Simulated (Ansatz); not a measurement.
Relaxation of ClFH₂Zn (5 atoms, charge 0, multiplicity 1), to a largest force component of 0.03 eV/Å in at most 50 steps.

All numbers below come from RHF/def2-SVP in Ansatz.

```xyz
5
Properties=species:S:1:pos:R:3:forces:R:3
Zn -0.639 -0.398 -0.784 0.15 -0.34 0.00
F 1.192 0.606 1.486 0.25 -0.30 0.15
Cl -0.445 -2.425 -1.438 -0.05 0.00 -0.04
H 0.628 1.149 1.045 -0.22 0.31 -0.11
H -0.737 1.067 -0.309 -0.14 0.33 -0.01
```

Task: Where does it end, and by what steps?

Result: The run converged. After 17 steps the energy has fallen by 0.161 eV; F2 moved furthest, 0.62 Å.

| step | energy less start (eV) | largest force component (eV/Å) | accepted |
| --- | --- | --- | --- |
| 0 | 0.0000 | 0.338 | yes |
| 1 | 0.0295 | 2.161 | no |
| 2 | -0.0266 | 0.548 | yes |
| 3 | -0.0345 | 0.422 | yes |
| 4 | -0.0306 | 1.690 | no |
| 5 | -0.0481 | 0.500 | yes |
| 6 | -0.0649 | 0.617 | yes |
| 7 | -0.0874 | 0.950 | yes |
| 8 | -0.0999 | 0.657 | yes |
| 9 | -0.1258 | 0.114 | yes |
| 10 | -0.1280 | 0.116 | yes |
| 11 | -0.1334 | 1.499 | yes |
| 12 | -0.1483 | 0.140 | yes |
| 13 | -0.1576 | 0.045 | yes |
| 14 | -0.1594 | 0.151 | yes |
| 15 | -0.1604 | 0.242 | yes |
| 16 | -0.1610 | 0.068 | yes |
| 17 | -0.1611 | 0.002 | yes |

```xyz
5
Properties=species:S:1:pos:R:3
Zn -0.602 -0.216 -0.692
F 0.971 0.207 1.060
Cl -0.180 -2.292 -1.101
H 0.975 1.047 1.401
H -1.164 1.253 -0.667
```

Whether the end is a true minimum wasn't checked by a vibrational analysis.

The run took 18 s on 1 CPU thread of a shared host.
